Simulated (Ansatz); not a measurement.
`C[O][GeH]([Cl])[O]C` + `O[SiH3]` → `C[O][GeH]([Cl])[O][SiH3]` + CH₃OH  (ligand exchange at a Ge–O bond)

Program: Ansatz. Geometries: PBE0-D4/def2-TZVP. ΔE: electronic, gas phase. CBS: MP2 limit from def2 TZ/QZ plus the TZ coupled-cluster correction, frozen cores. This one scheme is used for every species. Functionals use def2-TZVPP. B3LYP here is the variant with VWN-RPA as its local correlation; programs differ in this. For Ge outer-core shells are correlated without core-valence functions, which leaves a few kJ/mol of doubt a bond. Scalar relativity is left out up to krypton. Each species was taken in one conformer, which may not be the lowest.

| level | ΔE (kJ/mol) | difference from CCSD(T)/CBS |
| --- | --- | --- |
| r2SCAN-D4 | -11.8 | 2.9 |
| PBE0-D4 | -14.5 | 0.2 |
| B3LYP-D4 | -15.1 | -0.4 |
| ωB97M-V | -13.8 | 0.9 |
| PBE | -8.6 | 6.1 |
| r2SCAN | -10.9 | 3.8 |
| PBE0 | -11.8 | 2.9 |
| B3LYP | -10.7 | 4.0 |
| HF/def2-TZVPP | -18.1 | -3.4 |
| MP2/def2-TZVPP | -12.7 | 2.0 |
| SCS-MP2/def2-TZVPP | -13.7 | 1.0 |
| CCSD/def2-TZVPP | -14.9 | -0.2 |
| HF/def2-QZVPP | -19.1 | -4.4 |
| HF/CBS(def2) | -19.3 | -4.6 |
| MP2/CBS(def2) | -13.3 | 1.4 |
| CCSD/CBS(def2) | -15.5 | -0.8 |
| CCSD(T)/CBS | -14.7 | 0 |

Largest T1 diagnostic among the species: 0.012.

The D4 term adds −4.4 kJ/mol with B3LYP and −2.7 kJ/mol with PBE0; it sums over pairs of atoms, weighted by their polarisabilities, and B3LYP, whose exchange is more repulsive, gets the larger term. From PBE to PBE0 (25 % exact exchange), in def2-TZVPP and without D4, ΔE moves by −3.2 kJ/mol. In def2-TZVPP, CCSD(T) changes the Hartree–Fock value by +4.0 kJ/mol (the triples alone add +0.7 kJ/mol) and MP2 by +5.4 kJ/mol.
